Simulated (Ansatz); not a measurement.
Two isomers of C2H3AlF2O: A = `C[C]1(F)[O][Al]1[F]`, B = `C=[C](O)[Al]([F])[F]`.

Computed with Ansatz on PBE0-D4/def2-TZVP structures; ΔE is electronic, products minus reactants. CBS: MP2 limit from def2 TZ/QZ plus the TZ coupled-cluster correction, frozen cores. DFT in def2-TZVPP. Each species was taken in one conformer, which may not be the lowest.

A:

```xyz
9

C    -0.7179   -0.3853    0.9835
C    -0.2470   -0.0026   -0.3785
F    -1.2986   -0.1179   -1.2526
O     0.3203    1.3212   -0.4661
Al    1.4939    0.2568   -1.0977
F     2.9854    0.3494   -1.7582
H    -1.0874   -1.4116    0.9841
H    -1.5348    0.2857    1.2719
H     0.0861   -0.2956    1.7135
```

B:

```xyz
9

C    -0.592    0.681   -1.187
C    -0.197   -0.280   -0.346
O    -0.434   -1.586   -0.669
Al    0.689    0.261    1.280
F     1.177   -0.918    2.317
F     0.966    1.832    1.652
H    -1.097    0.454   -2.121
H    -0.412    1.721   -0.947
H    -0.100   -2.165    0.020
```

(1) Which is lower in electronic energy at CCSD(T)/CBS, and by how much? (Best estimate.)

(2) Give E(B) − E(A) in kJ/mol with B2PLYP, MP2/def2-TZVPP, ωB97M-V, PBE-D4, PBE0-D4, HF/def2-TZVPP, r2SCAN-D4. (An estimate is asked.)

Largest T1 diagnostic: 0.015.

Answers

(1) The calculation gave: B, by 215.3 kJ/mol.

(2) Ansatz gave: B2PLYP -213.5, MP2/def2-TZVPP -211.3, ωB97M-V -206.0, PBE-D4 -190.1, PBE0-D4 -198.5, HF/def2-TZVPP -244.0, r2SCAN-D4 -198.8. None reverses the order clearly.

In def2-TZVPP, CCSD(T) changes the Hartree–Fock value by +31.9 kJ/mol (the triples alone add +4.6 kJ/mol) and MP2 by +32.7 kJ/mol. From PBE to PBE0 (25 % exact exchange), in def2-TZVPP and without D4, E(B) − E(A) moves by −8.4 kJ/mol.
